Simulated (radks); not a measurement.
Effect of the nuclear size on neutral potassium, [Ar] 4s1. Method: Dirac Kohn-Sham, BLYP, spin-unpolarised, spherical densities, finite nucleus; Fermi nuclear charge, rms radius 3.4349 fm; computed with a radial shooting solver on a logarithmic mesh with Libxc functionals. The rms radius is varied about that value; shifts are against it.

| rms radius (fm) | total energy shift (eV) | density at nucleus (e/bohr^3) | 1s1/2 shift (meV) | 2s1/2 shift (meV) | 2p1/2 shift (meV) |
|---|---|---|---|---|---|
| 2.9471 | -0.00623 | 5213 | -2.63 | -0.203 | 0.033 |
| 3.1429 | -0.00384 | 5205 | -1.62 | -0.125 | 0.020 |
| 3.4349 | 0 | 5194 | 0.000 | 0.000 | 0.000 |
| 3.6856 | 0.00356 | 5185 | 1.50 | 0.116 | -0.019 |
| 4.1494 | 0.0108 | 5171 | 4.55 | 0.351 | -0.056 |

Slopes of the eigenvalues against <r^2> in GHz/fm^2, as finite differences over the two radii next to the reference (eigenvalue slopes, not the field-shift constants of lines): 1s1/2 204, 2s1/2 15.7, 2p1/2 -2.52.
